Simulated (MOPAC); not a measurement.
MOPAC input (MNDO):

```
MNDO PRECISE GNORM=0.05 LET XYZ UHF MS=0.5 GEO-OK AUX(PRECISION=9) THREADS=1
CF

C    -0.00000000 1   -0.00000000 1   -0.76527862 1
F     0.00000000 1    0.00000000 1    0.51018575 1
```

Output:

```
 *******************************************************************************
 **                                                                           **
 **                              MOPAC v23.2.5                                **
 **                                                                           **
 *******************************************************************************
 ** MOPAC's Digital Object Identifier: https://doi.org/10.5281/zenodo.6511958 **
 **                                                                           **
 ** Please cite the open-source release paper for use of this MOPAC version:  **
 ** J. E. Moussa and J. J. P. Stewart (2026)                                  **
 ** MOPAC: An open-source semiempirical molecular orbital program             **
 ** J. Open Source Softw., 11(119), 8025, https://doi.org/10.21105/joss.08025 **
 *******************************************************************************

                              MNDO CALCULATION RESULTS

 *******************************************************************************
 *  MNDO       - The MNDO Hamiltonian to be used
 *  GEO-OK     - OVERRIDE INTERATOMIC DISTANCE AND OTHER SAFETY CHECKS
 *  UHF        - UNRESTRICTED HARTREE-FOCK CALCULATION
 *  MS=        - IN MECI, MAGNETIC COMPONENT OF SPIN =  0.5
 *  LET        - OVERRIDE SOME SAFETY CHECKS
 *  PRECISE    - TIGHTER CRITERIA TO BE USED
 *  XYZ        - CARTESIAN COORDINATE SYSTEM TO BE USED
 *  GNORM      - EXIT WHEN GRADIENT NORM DROPS BELOW 0.050
 *  AUX        - OUTPUT AUXILIARY INFORMATION
 *******************************************************************************
MNDO PRECISE GNORM=0.05 LET XYZ UHF MS=0.5 GEO-OK AUX(PRECISION=9) THREADS=1
 CF

   ATOM   CHEMICAL          X               Y               Z
  NUMBER   SYMBOL      (ANGSTROMS)     (ANGSTROMS)     (ANGSTROMS)

     1       C         -0.00000000  *  -0.00000000  *  -0.76527862  *
     2       F          0.00000000  *   0.00000000  *   0.51018575  *

          CARTESIAN COORDINATES

    NO.       ATOM           X           Y           Z

     1         C         -0.0000     -0.0000     -0.7653
     2         F          0.0000      0.0000      0.5102

  C: (MNDO): M.J.S. DEWAR, W. THIEL, J. AM. CHEM. SOC., 99, 4899, (1977)
  F: (MNDO): M.J.S. DEWAR, H.S. RZEPA, J. AM. CHEM. SOC., 100, 777, (1978)

           Empirical Formula: C F  =     2 atoms

      MOLECULAR POINT GROUP   :   C*v

          UHF CALCULATION, NO. OF ALPHA ELECTRONS =    6
                           NO. OF BETA  ELECTRONS =    5

          Geometry optimization using EF

          DIAGONAL MATRIX USED AS START HESSIAN

 CYCLE:     1  GRAD.:    33.925 HEAT:  38.36156
 CYCLE:     2  GRAD.:  1314.411 HEAT:  123.5910
 CYCLE:     3  GRAD.:    17.606 HEAT:  38.25144
 CYCLE:     4  GRAD.:     8.931 HEAT:  38.22249
 CYCLE:     5  GRAD.:     0.132 HEAT:  38.21256
 CYCLE:     6  GRAD.:     0.001 HEAT:  38.21255

     GRADIENT =  0.00086 IS LESS THAN CUTOFF =  0.05000

 -------------------------------------------------------------------------------
 MNDO PRECISE GNORM=0.05 LET XYZ UHF MS=0.5 GEO-OK AUX(PRECISION=9) THREADS=1
 CF

     GEOMETRY OPTIMISED USING EIGENVECTOR FOLLOWING (EF).
     SCF FIELD WAS ACHIEVED

                              MNDO CALCULATION
                                                       MOPAC v23.2.5 Linux

          FINAL HEAT OF FORMATION =         38.21255 KCAL/MOL =     159.88133 KJ/MOL

          COSMO AREA              =         59.01 SQUARE ANGSTROMS
          COSMO VOLUME            =         41.37 CUBIC ANGSTROMS

          GRADIENT NORM           =          0.00086          =       0.00061 PER ATOM
          IONIZATION POTENTIAL    =          9.258019 EV
          ALPHA SOMO LUMO (EV)    =         -9.258 -0.158
          BETA  SOMO LUMO (EV)    =        -13.926  0.424
          NO. OF ALPHA ELECTRONS  =          6
          NO. OF BETA  ELECTRONS  =          5
          MOLECULAR WEIGHT        =         31.0094         POINT GROUP:  C*v

          MOLECULAR DIMENSIONS (Angstroms)

            Atom       Atom       Distance
            F     2    C     1     1.26320
            F     2    C     1     0.00000
            C     1    F     2     0.00000

          SCF CALCULATIONS        =          7

   ATOM   CHEMICAL          X               Y               Z
  NUMBER   SYMBOL      (ANGSTROMS)     (ANGSTROMS)     (ANGSTROMS)

     1       C          0.00000000  *   0.00000000  *  -0.75914759  *
     2       F          0.00000000  *  -0.00000000  *   0.50405472  *

                             CARTESIAN COORDINATES

   1    C        0.000000000     0.000000000    -0.759147594
   2    F        0.000000000    -0.000000000     0.504054724

           Empirical Formula: C F  =     2 atoms

      MOLECULAR POINT GROUP   :   C*v

          ALPHA EIGENVALUES
 -48.95570 -23.05471 -18.32676 -17.78023 -15.06595  -9.25802  -0.15776   5.30421

           BETA EIGENVALUES
 -48.50280 -22.16163 -17.74222 -17.51914 -13.92560   0.42431   1.47678   6.02224

              NET ATOMIC CHARGES AND DIPOLE CONTRIBUTIONS

  ATOM NO.   TYPE          CHARGE      No. of ELECS.   s-Pop       p-Pop
    1          C           0.128151        3.8718     1.86870     2.00315
    2          F          -0.128151        7.1282     1.85819     5.26997
 DIPOLE           X         Y         Z       TOTAL
 POINT-CHG.     0.000     0.000    -0.778     0.778
 HYBRID        -0.000    -0.000     1.007     1.007
 SUM           -0.000     0.000     0.230     0.230

          ATOMIC ORBITAL ELECTRON POPULATIONS

     Atom    s        px        py        pz
    1  C   1.86870   1.07531   0.19088   0.73695
    2  F   1.85819   1.92469   1.80912   1.53616

                    (SZ)    =    0.500000
                    (S**2)  =    0.751546

          ATOMIC ORBITAL SPIN POPULATIONS

    Atom   Total    s     px     py     pz
         Atomic
    1  C  0.9404  0.016  0.925  0.011 -0.012
    2  F  0.0596  0.003  0.075 -0.011 -0.008

 **********************
 *                    *
 * JOB ENDED NORMALLY *
 *                    *
 **********************

 == MOPAC DONE ==
```
